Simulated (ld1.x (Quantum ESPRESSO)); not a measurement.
## Before and after: TM potential for antimony

ld1.x (Quantum ESPRESSO) 7.5 input, shortened:

```
&input
   title='Sb', zed=51., rel=2, dft='PZ', iswitch=3,
   config='[Kr] 4d10 5s1.75 5p3.25', rel_dist='average'
 /
 &inputp
   pseudotype=2, tm=.true., lloc=0,
   nlcc=.false.
 /
3
5P  2  1   3.25   0.00  2.35  2.35  0.0
4D  3  2  10.00   0.00  1.70  1.70  0.0
5S  1  0   1.75   0.00  1.90  1.90  0.0
 &test
   configts(1)='4d10 5s1.75 5p3.25'
 /
```

Open shells are filled in proportion to 2j + 1 (rel_dist='average').

All-electron outer shells of the reference configuration (LDA (PZ), scalar-relativistic, ld1.x):

```json
{"shell": "4s", "level (eV)": "-148.86", "outermost node (bohr)": "0.39", "outermost maximum (bohr)": "0.73"}
{"shell": "4p", "level (eV)": "-101.97", "outermost node (bohr)": "0.39", "outermost maximum (bohr)": "0.76"}
{"shell": "4d", "level (eV)": "-33.91", "outermost node (bohr)": "0.38", "outermost maximum (bohr)": "0.84"}
{"shell": "5s", "level (eV)": "-13.30", "outermost node (bohr)": "0.95", "outermost maximum (bohr)": "1.88"}
{"shell": "5p", "level (eV)": "-5.15", "outermost node (bohr)": "1.04", "outermost maximum (bohr)": "2.32"}
```

Change: functional PBEsol.

Cutoffs: the cutoffs (Ry, on a coarse ladder) from which the occupation-weighted sum of valence levels, in a spherical-Bessel basis at the reference potential, stays within 10 and 1 mRy of its value at 400 Ry; they do not see the model core or the augmentation charge, which bear on the density cutoff. Errors are all-electron minus pseudo energies relative to the spin-unpolarised reference configuration.

Problem. How do hardness, ghosts and transferability respond?

Solution. The potential gets neither clearly harder nor softer (80 Ry and 140 Ry → 80 Ry and 140 Ry); the d channel sets the loose cutoff, while the largest relative change is in s, which becomes softer; the number of tests with a reliable result goes from 6 to 7; of the 6 tests that both files solve, the error grows in 0 and shrinks in 3 by more than 15 % and 0.3 meV (median size 9.7 → 1.4 meV); neither file shows a bound ghost.

```csv
quantity,base,changed
"cutoff, loose",80 Ry,80 Ry
"cutoff, tight",140 Ry,140 Ry
loose cutoff by channel (10 mRy a level),"p 10 Ry, d 70 Ry, s 15 Ry","p 10 Ry, d 70 Ry, s 12 Ry"
bound ghosts,none,none
tests with a reliable result,6 of 7,7 of 7
"error for 4d10 5s2 5p3, meV [ΔE -2.02 → -2.01 eV]",0.0,0.0
"error for 4d10 5s2 5p2, meV [ΔE 6.51 → 6.35 eV]",+0.7,-0.1
"error for 4d10 5s1 5p4, meV [ΔE 6.16 → 6.11 eV]",-0.4,-0.5
"error for 4d9 5s2 5p3, meV [ΔE 38.75 → 38.65 eV]",-265,-275
"error for 4d10 5s1 5p0, meV [ΔE 92.41 → 91.19 eV]",+63,+33
"error for 4d10 5s2 5p0, meV [ΔE 47.60 → 46.86 eV]",+19,+2.2
s: phases at 2.55 bohr within 0.05 rad from the reference energy up to (Ry; the scan ends near 5),2.5,2.6
p1/2: phases at 2.55 bohr within 0.05 rad from the reference energy up to (Ry; the scan ends near 5),3.9,3.9
p3/2: phases at 2.55 bohr within 0.05 rad from the reference energy up to (Ry; the scan ends near 5),3.7,3.7
d3/2: phases at 2.55 bohr within 0.05 rad from the reference energy up to (Ry; the scan ends near 5),0.0,0.1
d5/2: phases at 2.55 bohr within 0.05 rad from the reference energy up to (Ry; the scan ends near 5),0.1,0.1
```

Changed file: ld1.x printed “convergence not achieved” for 7 of the counted tests; their residual had stalled under 1e-8, short of the target of 1e-14.
